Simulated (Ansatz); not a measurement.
Basis-set extrapolation for Cl4H4N2Si2 (`N[Si](Cl)(Cl)[Si](N)(Cl)Cl`) (PBE0-D4/def2-TZVP geometry, frozen core, Ansatz 0.2.0). Multiplicity 1, RHF reference.

|  | def2-TZVPP | def2-QZVPP |
| --- | --- | --- |
| HF | -2527.518949 | -2527.593332 |
| MP2 correlation | -1.406433 | -1.537255 |
| CCSD(T) correlation | -1.551400 | not run |

Energies in hartree. Use E(X) = E(∞) + A·exp(−7.88·√X) for Hartree–Fock and E(X) = E(∞) + B·X^(−2.97) for correlation, with X = 3 and 4, and add CCSD(T) minus MP2 of the smaller set to the MP2 limit.

Task: What is the CCSD(T) energy at the basis-set limit?

Result: HF limit: -2527.593332 + (-0.074383) × 0.13774 = -2527.60358. MP2 limit: -1.537255 + (-0.130822) × 0.74074 = -1.63416. Higher-order term: -1.551400 − (-1.406433) = -0.14497. Total: -2529.38271 hartree, 820.1 kJ/mol below CCSD(T)/def2-TZVPP.
